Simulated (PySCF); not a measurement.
OSe, SMILES O=[Se] (connectivity only; charge and spin as stated), neutral, multiplicity 3.

Geometry: PBE0-D3(BJ)/def2-TZVP.

All values below come from PBE0-D3(BJ)/def2-TZVP (PySCF).

Frequencies are harmonic and unscaled.

```tsv
mode	ν (cm⁻¹)	IR (km/mol)	moving atoms (share of kinetic energy)
1	974	12.6	O 83 %, Se 17 %
```
